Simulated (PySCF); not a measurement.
SMILES c1(F)ccccc1-c1c(cccc1)F (C12H8F2), GFN2-xTB optimised geometry.

```
22

F     -1.86    -0.57     0.02
C     -1.19     0.60     0.00
C     -1.93     1.77     0.00
C     -1.26     2.98     0.00
C      0.12     3.02     0.00
C      0.84     1.84     0.00
C      0.21     0.60     0.00
C      0.97    -0.66     0.00
C      0.67    -1.69    -0.88
C      1.39    -2.87    -0.88
C      2.44    -3.04     0.00
C      2.76    -2.03     0.90
C      2.03    -0.86     0.88
F      2.36     0.10     1.77
H     -3.00     1.71     0.01
H     -1.83     3.90     0.00
H      0.64     3.96    -0.01
H      1.92     1.87    -0.01
H     -0.15    -1.56    -1.58
H      1.13    -3.65    -1.58
H      3.00    -3.96     0.01
H      3.57    -2.14     1.60
```

Density from PBE/def2-SVP run with PySCF at that geometry.

Minimum of the electron density along straight lines between bonded atoms, close to the bond critical point (lines longer than 1.1 times the sum of covalent radii, or with two minima, are not listed):

```csv
bond,length / Å,ρ at the minimum / e bohr⁻³,∇²ρ there / e bohr⁻⁵,position (fraction from the first atom)
F1–C2,1.352,0.252,0.07,0.66
C2–C3,1.381,0.315,-0.80,0.52
C3–C4,1.384,0.308,-0.75,0.50
C4–C5,1.385,0.309,-0.76,0.50
C5–C6,1.383,0.310,-0.77,0.50
C2–C7,1.393,0.307,-0.76,0.52
C6–C7,1.393,0.303,-0.73,0.50
C7–C8,1.473,0.263,-0.59,0.50
C8–C9,1.393,0.303,-0.73,0.51
C9–C10,1.383,0.310,-0.77,0.50
C10–C11,1.385,0.309,-0.76,0.50
C11–C12,1.384,0.308,-0.75,0.50
C8–C13,1.393,0.307,-0.76,0.48
C12–C13,1.381,0.315,-0.80,0.48
C13–F14,1.352,0.252,0.07,0.34
C3–H15,1.079,0.280,-1.05,0.64
C4–H16,1.079,0.282,-1.06,0.63
C5–H17,1.079,0.281,-1.05,0.63
C6–H18,1.079,0.283,-1.07,0.64
C9–H19,1.079,0.283,-1.07,0.64
C10–H20,1.079,0.281,-1.05,0.63
C11–H21,1.079,0.282,-1.06,0.63
C12–H22,1.079,0.280,-1.05,0.64
```
